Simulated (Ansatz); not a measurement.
`CB(Cl)[SiH2]O` + H₂Se → `CB(Cl)[SeH]` + silanol  (cleavage of the B–Si bond)

Program: Ansatz. Geometries: PBE0-D4/def2-TZVP. ΔE: electronic, gas phase. CCSD(T)/CBS adds triple-zeta CCSD(T) − MP2 to the extrapolated MP2 energy (def2 sets, frozen cores). Functionals use def2-TZVPP. For Se outer-core shells are correlated without core-valence functions, which leaves a few kJ/mol of doubt a bond. Scalar relativity is left out up to krypton. Each species was taken in one conformer, which may not be the lowest.

`CB(Cl)[SiH2]O`:

Z-matrix (Å, degrees):
```
C
B 1 1.552
H 1 1.092 2 114.4
H 1 1.101 2 106.7 3 118.3
H 1 1.093 2 112.2 3 -126.5
Cl 2 1.762 1 119.4 3 -20.2
Si 2 2.024 1 126.0 3 161.7
O 7 1.657 2 114.2 1 -4.6
H 7 1.495 2 108.5 1 119.5
H 7 1.486 2 109.4 1 -122.4
H 8 0.957 7 117.6 2 71.0
```

H₂Se:

Z-matrix (Å, degrees):
```
Se
H 1 1.467
H 1 1.467 2 91.2
```

`CB(Cl)[SeH]`:

Z-matrix (Å, degrees):
```
C
B 1 1.556
H 1 1.095 2 109.5
H 1 1.095 2 109.6 3 115.8
H 1 1.090 2 114.3 3 -122.0
Cl 2 1.762 1 119.5 3 -58.9
Se 2 1.930 1 125.5 3 121.0
H 7 1.469 2 95.5 1 0.1
```

`O[SiH3]`:

Z-matrix (Å, degrees):
```
Si
O 1 1.648
H 1 1.489 2 111.7
H 1 1.489 2 111.7 3 120.9
H 1 1.481 2 105.9 3 -119.6
H 2 0.957 1 117.9 3 -60.5
```

```csv
level,ΔE (kJ/mol)
ωB97X-V,-91.7
B2PLYP,-98.4
```

**Question.** What does CCSD(T)/CBS give? (Best estimate.)

**Answer.** Ansatz gave: -98.3 kJ/mol. The listed levels differ from it by 6.6, -0.1 kJ/mol.

Largest T1 diagnostic among the species: 0.012.
